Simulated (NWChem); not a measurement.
System: C3H4O2Si; SMILES C1(=O)[SiH2]OC=C1

```xyz
10

O     -0.2051     2.2439     0.0000
C      0.0491     1.0597     0.0000
C      1.3677     0.4235     0.0000
C      1.3251    -0.9336     0.0000
O      0.1609    -1.5949     0.0000
Si    -1.1520    -0.4716     0.0000
H      2.2999     0.9908     0.0000
H      2.2076    -1.5829     0.0000
H     -1.9623    -0.6872    -1.2277
H     -1.9623    -0.6872     1.2277
```
Atoms are numbered in this order, from 1.

Computed with NWChem. Pople sets run with spherical d functions. Geometry: optimised at PBE0/def2-SVP. B3LYP is NWChem's, with the RPA form of VWN correlation. Atomic charges in e: unrestrained fits to the electrostatic potential beside Mulliken populations; buried atoms are poorly determined by the fit.

For level B3LYP/def2-SVP:

```yaml
Mulliken O1: -0.20
Mulliken C2: -0.04
Mulliken C3: -0.08
Mulliken O5: -0.40
```

Q: Estimate the same quantities for level Hartree-Fock/6-31G*.

A: 
| Property | Value |
|---|---|
| Mulliken O1 | -0.55 |
| Mulliken C2 | 0.27 |
| Mulliken C3 | -0.39 |
| Mulliken O5 | -0.77 |
